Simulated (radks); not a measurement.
The numbers below are computed, except where a source is named.
Problem. These are the eigenvalues of the occupied orbitals of an atom or ion with whole-number occupations (hartree). Level of theory: scalar-relativistic Kohn-Sham, LDA (Slater exchange, Perdew-Wang correlation), spin-polarised, spherical densities, finite nucleus; Fermi nuclear charge, rms radius of each element as measured or else 0.836 A^(1/3) + 0.57 fm (a radial shooting solver on a logarithmic mesh with Libxc functionals).

1s up: -3328.185
1s down: -3328.184
2s up: -598.6297
2s down: -598.6294
2p up: -512.6231
2p down: -512.6227
3s up: -144.9877
3s down: -144.9873
3p up: -120.4030
3p down: -120.4025
3d up: -95.60339
3d down: -95.60300
4s up: -33.74884
4s down: -33.74821
4p up: -25.68698
4p down: -25.68629
4d up: -16.45049
4d down: -16.44973
5s up: -6.45207
5s down: -6.45033
4f up: -6.27242
4f down: -6.27157
5p up: -4.17623
5p down: -4.17415
5d up: -1.64594
5d down: -1.64025
6s up: -1.15310
6s down: -1.13050
6p up: -0.73015

Which element is it, and in what charge state? The configuration may be excited. Open shells, if any, are filled with parallel spins first.

Solution. Z = 83, bismuth, charge +2: Bi2+ in [Hg] 6p1. The list shows which subshells hold electrons but not how many an open one holds; the 1s level, -3328.2 hartree, gives Z - s = 81.6 by -(Z - s)^2/2, which with screening and relativity narrows Z to a few neighbours, and the depths of the outer levels then fix element, charge and occupations together.
